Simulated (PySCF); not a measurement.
A structure optimised at PBE-D3(BJ)/def2-SVP, used in a PySCF frequency run:

```
C
H 1 1.1131
C 1 1.5249 2 110.32
H 3 1.1094 1 111.03 2 -62.29
H 3 1.1097 4 107.63 1 -122.17
H 3 1.1099 4 107.60 5 -116.41
C 1 1.5303 2 112.89 3 -133.34
C 7 1.3484 1 91.20 2 -112.01
F 8 1.3338 7 133.64 1 179.12
H 7 1.0981 8 135.39 9 -0.93
C 8 1.5018 9 128.78 7 178.70
H 11 1.1103 8 116.15 9 -63.74
H 11 1.1104 12 109.14 8 -133.48
```

Task: Write its SMILES and formula.

Result: C[C@H]1C=C(F)C1, C5H7F

Task: What are its rotational constants (standard atomic weights)?

Result: 9.2088, 2.3157, 2.0734 GHz
